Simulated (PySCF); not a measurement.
# Basis-set dependence of population analyses: `FC(F)[C@H]1C=CC1`

Species: C5H6F2.
SMILES with atom numbers: `[F:1][CH:2]([F:3])[C@H:4]1[CH:5]=[CH:6][CH2:7]1` (hydrogens: H8 on C2; H9 on C4; H10 on C5; H11 on C6; H12, H13 on C7)

Cartesian coordinates in Å at the PBE0-D3(BJ)/def2-SVP level; atoms count from 1:
```xyz
13
C5H6F2 angstrom
F      2.4185   -0.6462   -0.0647
C      1.4846    0.2544   -0.4489
F      2.0492    1.4834   -0.3893
C      0.2929    0.1885    0.4668
C     -0.9132    0.9965    0.0463
C     -1.6901   -0.0840   -0.1241
C     -0.6160   -1.0628    0.2829
H      1.2181    0.0494   -1.5022
H      0.6518    0.3544    1.4970
H     -1.0633    2.0723   -0.0715
H     -2.7305   -0.2216   -0.4304
H     -0.2819   -1.7779   -0.4877
H     -0.8032   -1.6239    1.2123
```

PBE0 throughout (PySCF), one geometry, spherical d and f functions. Isolated species at its PBE0-D3(BJ)/def2-SVP geometry (one conformer only). The first 7 of 13 kinds of atom are listed.

Mulliken charges (e):

```json
{"basis": "STO-3G", "functions": "41", "F1": "-0.116", "C2": "+0.153", "F3": "-0.116", "C4": "-0.086", "C5": "-0.090", "C6": "-0.086", "C7": "-0.147"}
{"basis": "6-31G", "functions": "75", "F1": "-0.315", "C2": "+0.454", "F3": "-0.316", "C4": "-0.333", "C5": "-0.097", "C6": "-0.156", "C7": "-0.348"}
{"basis": "pcSseg-0", "functions": "75", "F1": "-0.364", "C2": "+0.605", "F3": "-0.364", "C4": "-0.650", "C5": "-0.110", "C6": "-0.213", "C7": "-0.426"}
{"basis": "6-31G*", "functions": "110", "F1": "-0.325", "C2": "+0.540", "F3": "-0.326", "C4": "-0.290", "C5": "-0.128", "C6": "-0.143", "C7": "-0.377"}
{"basis": "cc-pVDZ", "functions": "128", "F1": "-0.209", "C2": "+0.441", "F3": "-0.210", "C4": "-0.176", "C5": "+0.005", "C6": "-0.066", "C7": "+0.036"}
{"basis": "def2-SVP", "functions": "128", "F1": "-0.234", "C2": "+0.517", "F3": "-0.235", "C4": "-0.244", "C5": "-0.029", "C6": "-0.102", "C7": "+0.060"}
{"basis": "aug-cc-pVDZ", "functions": "215", "F1": "-0.476", "C2": "+1.201", "F3": "-0.485", "C4": "+0.462", "C5": "+0.322", "C6": "+0.250", "C7": "+0.630"}
{"basis": "6-311+G(2d,p)", "functions": "225", "F1": "-0.267", "C2": "+0.217", "F3": "-0.271", "C4": "+0.322", "C5": "-0.291", "C6": "+0.047", "C7": "-0.511"}
{"basis": "def2-TZVP", "functions": "253", "F1": "-0.195", "C2": "+0.254", "F3": "-0.195", "C4": "+0.015", "C5": "-0.197", "C6": "-0.173", "C7": "-0.161"}
{"basis": "cc-pVTZ", "functions": "294", "F1": "-0.194", "C2": "+0.368", "F3": "-0.194", "C4": "-0.072", "C5": "-0.176", "C6": "-0.146", "C7": "-0.141"}
{"basis": "IGLO-III", "functions": "305", "F1": "-0.236", "C2": "+0.249", "F3": "-0.237", "C4": "+0.085", "C5": "-0.155", "C6": "-0.060", "C7": "-0.244"}
```

IAO charges (e):

```csv
basis,functions,F1,C2,F3,C4,C5,C6,C7
STO-3G,41,-0.142,+0.187,-0.142,-0.165,-0.134,-0.132,-0.252
6-31G,75,-0.289,+0.395,-0.288,-0.149,-0.163,-0.143,-0.276
pcSseg-0,75,-0.281,+0.401,-0.281,-0.174,-0.157,-0.141,-0.280
6-31G*,110,-0.300,+0.451,-0.300,-0.139,-0.157,-0.139,-0.258
cc-pVDZ,128,-0.300,+0.448,-0.300,-0.139,-0.160,-0.142,-0.259
def2-SVP,128,-0.301,+0.451,-0.301,-0.139,-0.156,-0.138,-0.253
aug-cc-pVDZ,215,-0.311,+0.452,-0.311,-0.139,-0.164,-0.146,-0.264
"6-311+G(2d,p)",225,-0.312,+0.451,-0.312,-0.141,-0.164,-0.146,-0.265
def2-TZVP,253,-0.312,+0.459,-0.312,-0.142,-0.164,-0.146,-0.265
cc-pVTZ,294,-0.310,+0.458,-0.310,-0.142,-0.164,-0.146,-0.266
IGLO-III,305,-0.312,+0.455,-0.312,-0.142,-0.165,-0.147,-0.266
```

Hirshfeld charges (e):

```
        basis  functions      F1      C2      F3      C4      C5      C6      C7
       STO-3G         41  -0.085  +0.160  -0.086  -0.010  -0.046  -0.041  -0.016
        6-31G         75  -0.121  +0.150  -0.121  -0.034  -0.053  -0.044  -0.056
     pcSseg-0         75  -0.113  +0.147  -0.114  -0.035  -0.048  -0.039  -0.058
       6-31G*        110  -0.111  +0.142  -0.111  -0.035  -0.051  -0.045  -0.058
      cc-pVDZ        128  -0.101  +0.134  -0.101  -0.045  -0.048  -0.040  -0.064
     def2-SVP        128  -0.106  +0.140  -0.106  -0.044  -0.049  -0.040  -0.066
  aug-cc-pVDZ        215  -0.108  +0.136  -0.109  -0.059  -0.052  -0.044  -0.077
6-311+G(2d,p)        225  -0.112  +0.138  -0.112  -0.058  -0.051  -0.043  -0.072
    def2-TZVP        253  -0.108  +0.136  -0.109  -0.054  -0.051  -0.043  -0.073
      cc-pVTZ        294  -0.105  +0.135  -0.106  -0.053  -0.050  -0.043  -0.073
     IGLO-III        305  -0.108  +0.135  -0.109  -0.058  -0.052  -0.043  -0.077
```

ESP-fitted charges (e):

```
        basis  functions      F1      C2      F3      C4      C5      C6      C7
       STO-3G         41  -0.135  +0.207  -0.129  +0.065  -0.274  +0.048  -0.330
        6-31G         75  -0.272  +0.435  -0.255  -0.047  -0.342  -0.028  -0.272
     pcSseg-0         75  -0.284  +0.461  -0.267  +0.015  -0.423  +0.020  -0.399
       6-31G*        110  -0.180  +0.162  -0.161  +0.073  -0.363  -0.013  -0.294
      cc-pVDZ        128  -0.201  +0.227  -0.180  +0.058  -0.362  -0.018  -0.256
     def2-SVP        128  -0.212  +0.251  -0.191  +0.048  -0.364  -0.018  -0.257
  aug-cc-pVDZ        215  -0.216  +0.221  -0.193  +0.038  -0.379  -0.032  -0.263
6-311+G(2d,p)        225  -0.216  +0.208  -0.192  +0.049  -0.394  -0.032  -0.272
    def2-TZVP        253  -0.204  +0.184  -0.181  +0.056  -0.389  -0.026  -0.275
      cc-pVTZ        294  -0.195  +0.166  -0.173  +0.060  -0.379  -0.025  -0.269
     IGLO-III        305  -0.206  +0.184  -0.183  +0.045  -0.378  -0.034  -0.257
```

Task: Which scheme is steadiest as the basis changes?

Result: Largest range over the bases for any column: Hirshfeld 0.06 e, IAO 0.27 e, ESP-fitted 0.30 e, Mulliken 1.14 e. Hirshfeld charges move least and Mulliken charges most, counted in e. Without the minimal STO-3G basis the ranges are Hirshfeld 0.02, IAO 0.06, ESP-fitted 0.30, Mulliken 1.14 e.

Task: How much do the charges still move between the two largest bases, cc-pVTZ and IGLO-III?

Result: At most, over all atoms: Mulliken 0.157 e, IAO 0.003 e, Hirshfeld 0.005 e, ESP-fitted 0.018 e.

Task: What do the same runs give for the total energy, the frontier levels and the dipole moment?

Result: 
```csv
basis,energy (Eh),HOMO (eV),LUMO (eV),μ (D)
STO-3G,-388.1375,-4.95,3.29,1.11
6-31G,-393.2455,-7.53,0.27,2.54
pcSseg-0,-392.4406,-7.88,-0.05,2.53
6-31G*,-393.3407,-7.38,0.38,2.06
cc-pVDZ,-393.3727,-7.53,0.15,2.10
def2-SVP,-393.0592,-7.62,0.06,2.17
aug-cc-pVDZ,-393.4022,-7.66,-0.19,2.35
"6-311+G(2d,p)",-393.4715,-7.69,-0.20,2.40
def2-TZVP,-393.5086,-7.66,-0.10,2.29
cc-pVTZ,-393.4922,-7.63,-0.03,2.22
IGLO-III,-393.5159,-7.67,-0.17,2.34
```

The dipole is fixed by the density alone, so its range of 1.43 D shows that the density itself changes with the basis, not only its division among atoms.
